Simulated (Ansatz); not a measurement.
Basis-set series for BFGeH₄S, SMILES `F[BH][GeH2][SH]`. The species carries charge 0 and has multiplicity 1. The structure was optimised at the PBE0-D4/def2-TZVP level. It is one conformer, not always the lowest.

Z-matrix (Å, degrees):
```
Ge
B 1 2.077
S 1 2.244 2 102.7
H 1 1.536 2 113.8 3 -111.1
H 1 1.539 2 116.3 3 119.7
F 2 1.319 1 119.5 3 -92.5
H 2 1.200 1 123.0 3 82.3
H 3 1.343 1 94.5 2 63.0
```

```tsv
functional	basis	functions	energy (Eh)	HOMO (eV)	LUMO (eV)
PBE0-D4	def2-SVP	98	-2601.33322	-7.05	-1.82
PBE0-D4	def2-QZVPP	393	-2601.94945	-7.20	-1.98
ωB97M-V	def2-SVP	98	-2601.67596	-9.13	0.25
ωB97M-V	def2-QZVPP	393	-2602.29281	-9.33	-0.09
```

(1) Give the rows for def2-TZVPP. (Estimate.)

## Answers

(1) Ansatz gave: 
```tsv
functional	basis	functions	energy (Eh)	HOMO (eV)	LUMO (eV)
PBE0-D4	def2-TZVPP	208	-2601.88576	-7.18	-1.94
ωB97M-V	def2-TZVPP	208	-2602.23105	-9.31	0.02
```

Positive LUMOs are unbound and depend on the basis. Scalar relativity is left out up to krypton.
